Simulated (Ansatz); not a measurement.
Program: Ansatz. Geometries: PBE0-D4/def2-TZVP. ΔE: electronic, gas phase. CBS: MP2 limit from def2 TZ/QZ plus the TZ coupled-cluster correction, frozen cores. This one scheme is used for every species. DFT in def2-TZVPP. HSE06 is defined as in plane-wave codes. For V outer-core shells are correlated without core-valence functions, which leaves a few kJ/mol of doubt a bond. Scalar relativity is left out up to krypton. Each species was taken in one conformer, which may not be the lowest.

`C[O][V](=[O])([OH])[F]` + HCl → `[O]=[V]([OH])([F])[Cl]` + CH₃OH  (ligand exchange at a V–O bond)

```
         level  ΔE (kJ/mol)  difference from CCSD(T)/CBS
     revPBE-D4         -0.4                         -3.4
     r2SCAN-D4          0.7                         -2.3
      HSE06-D4         -3.9                         -6.9
      BHLYP-D4         -0.9                         -3.9
        B2PLYP         -4.4                         -7.4
        revPBE         -3.9                         -6.9
        r2SCAN          0.0                         -3.0
  MP2/def2-SVP          5.7                          2.7
MP2/def2-TZVPP        -13.1                        -16.1
 MP2/CBS(def2)        -13.5                        -16.5
   CCSD(T)/CBS          3.0                            0
```

Largest T1 diagnostic among the species: 0.032, so the coupled-cluster value is less sure than usual.

From r2SCAN to r2SCAN0 (25 % exact exchange), in def2-TZVPP and without D4, ΔE moves by −3.4 kJ/mol. Leaving LDA and LC-ωPBE aside and taking each functional with its dispersion term where it has one, the values, not all of them listed here, spread over 14.8 kJ/mol, from PBE-QIDH to CAM-B3LYP-D4. LDA lies +7.5 kJ/mol from PBE without D4. At CCSD(T), def2-SVP lies +15.5 kJ/mol from the extrapolated value and def2-TZVPP +0.4 kJ/mol.
